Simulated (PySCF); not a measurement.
Isomers of BH8NSi2, mass 89.029 u with the commonest isotopes. Level of theory: PBE0-D3(BJ)/def2-SVP geometry optimisation, gas phase in PySCF. One conformer each, none proved a minimum here; rigid rotors.

Question: Order these by rotational constant B, largest first.
A. `[BH2:1][Si@@H:2]([NH2:3])[SiH3:4]` with H–B1–Si2–N3 -9° and 176°, B1–Si2–N3–H 172° and -48°
B. `BN([SiH3])[SiH3]`
C. `[BH2:1][SiH2:2][NH:3][SiH3:4]` with H–B1–Si2–N3 -176° and 5°, B1–Si2–N3–Si4 -38°

Answer: B (3092 MHz), A (2901 MHz), C (2306 MHz).

Question: Order these by out-of-plane moment Σ m c² = (Ia + Ib − Ic)/2, largest first.
A. `BN([SiH3])[SiH3]`
B. `[BH2:1][SiH2:2][NH:3][SiH3:4]` with H–B1–Si2–N3 -176° and 5°, B1–Si2–N3–Si4 -38°
C. `[BH2:1][Si@@H:2]([NH2:3])[SiH3:4]` with H–B1–Si2–N3 -9° and 176°, B1–Si2–N3–H 172° and -48°

Answer: C (16.77 u·Å²), B (7.84 u·Å²), A (5.88 u·Å²).

Question: Order these by rotational constant A, largest first.
A. `[BH2:1][Si@@H:2]([NH2:3])[SiH3:4]` with H–B1–Si2–N3 -9° and 176°, B1–Si2–N3–H 172° and -48°
B. `BN([SiH3])[SiH3]`
C. `[BH2:1][SiH2:2][NH:3][SiH3:4]` with H–B1–Si2–N3 -176° and 5°, B1–Si2–N3–Si4 -38°

Answer: C (8048 MHz), B (6469 MHz), A (5107 MHz).

| SMILES | point group | Ia (u·Å²) | Ib (u·Å²) | Ic (u·Å²) | κ | μa (D) | μb (D) | μc (D) |
| --- | --- | --- | --- | --- | --- | --- | --- | --- |
| B[Si@@H](N)[SiH3] | C1 | 98.96 | 174.23 | 239.65 | -0.47 | 1.25 | 1.04 | 0.21 |
| B[SiH2]N[SiH3] | C1 | 62.80 | 219.11 | 266.24 | -0.87 | 0.10 | 0.53 | 0.34 |
| BN([SiH3])[SiH3] | – | 78.13 | 163.47 | 229.84 | -0.58 | 0.00 | 0.96 | 0.00 |
